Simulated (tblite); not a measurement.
A structure optimised at GFN2-xTB (Å):
```
atom  x, y, z in Å
C1     4.647   -0.786    1.237
C2     3.481   -0.508    1.108
C3     2.168   -0.207    0.950
C4     1.000    0.082    0.811
C5    -0.372    0.350    0.621
Si6   -1.680   -1.026    0.794
C7    -1.004   -0.114   -0.720
Si8   -1.919    1.175   -1.734
Cl9   -3.015    0.214   -3.137
H10    5.660   -1.026    1.354
H11   -0.657    1.349    0.940
H12   -2.961   -0.621    1.341
H13   -1.204   -2.373    1.042
H14   -0.308   -0.706   -1.312
H15   -1.001    2.082   -2.423
H16   -2.843    1.926   -0.883
```

Charge 0, singlet.

Which heavy atoms are bonded, and with what formal order?

C1–C2 1.21 Å (triple); C2–C3 1.36 Å (single); C3–C4 1.21 Å (triple); C4–C5 1.41 Å (single); C5–Si6 1.91 Å (single); Si6–C7 1.89 Å (single); C7–Si8 1.88 Å (single); Si8–Cl9 2.02 Å (single); C5–C7 1.55 Å (single). Bonds to hydrogen (Å): C1–H10 1.05; C5–H11 1.09; Si6–H12 1.45; Si6–H13 1.45; C7–H14 1.09; Si8–H15 1.46; Si8–H16 1.46.

Which species is it?

`C#CC#C[C@@H]1[SiH2][C@H]1[SiH2]Cl`, C6H7ClSi2. Among its features: alkyne, Si–H bond and C–Si bond.

What is the point group of this geometry?

C1 (no symmetry element, even within 0.4 Å).

Which rings does it hold (smallest set)?

C5–Si6–C7 (3 members).

Describe the place of each heavy atom.

C1: terminal alkyne carbon; C2: alkyne carbon; C3: alkyne carbon; C4: alkyne carbon; C5: sp3 carbon bound to silicon; Si6: SiH2 silicon; C7: sp3 carbon bound to silicon; Si8: chlorine-bound silicon; Cl9: silicon-bound chlorine.

What is the arrangement about C4?

It has 2 neighbours (C3, C5) and is almost linear (angle 176.9°).

What is the arrangement about C5?

It has 4 neighbours (C4, Si6, C7, H11) and has angles from 65.4° to 121.2°.

These are computed values.
